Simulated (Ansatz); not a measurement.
Reaction (formal hydrolysis of a C–S bond): `O[SiH2]OCS` + H₂O → `OCO[SiH2]O` + H₂S

Computed with Ansatz on PBE0-D4/def2-TZVP structures; ΔE is electronic, products minus reactants. CBS: MP2 limit from def2 TZ/QZ plus the TZ coupled-cluster correction, frozen cores. This one scheme is used for every species. One conformer a species, not always the lowest.

```json
{"species": "`O[SiH2]OCS`", "MP2/def2-TZVPP energy (Eh)": "-878.69688"}
{"species": "H₂O", "MP2/def2-TZVPP energy (Eh)": "-76.32349"}
{"species": "`OCO[SiH2]O`", "MP2/def2-TZVPP energy (Eh)": "-556.11678"}
{"species": "H₂S", "MP2/def2-TZVPP energy (Eh)": "-398.89878"}
```

Problem. Work out ΔE.

Solution. ΔE = (-556.11678) + (-398.89878) − (-878.69688) − (-76.32349) = 0.00481 Eh = +12.6 kJ/mol. CCSD(T)/CBS gives +12.9 kJ/mol.

Largest T1 diagnostic among the species: 0.012.

In def2-TZVPP, CCSD(T) changes the Hartree–Fock value by +16.9 kJ/mol (the triples alone add +3.2 kJ/mol) and MP2 by +24.5 kJ/mol. The D4 term adds +7.2 kJ/mol with B3LYP and +3.9 kJ/mol with PBE0; it sums over pairs of atoms, weighted by their polarisabilities, and B3LYP, whose exchange is more repulsive, gets the larger term.

B3LYP here is the variant with VWN-RPA as its local correlation; programs differ in this.
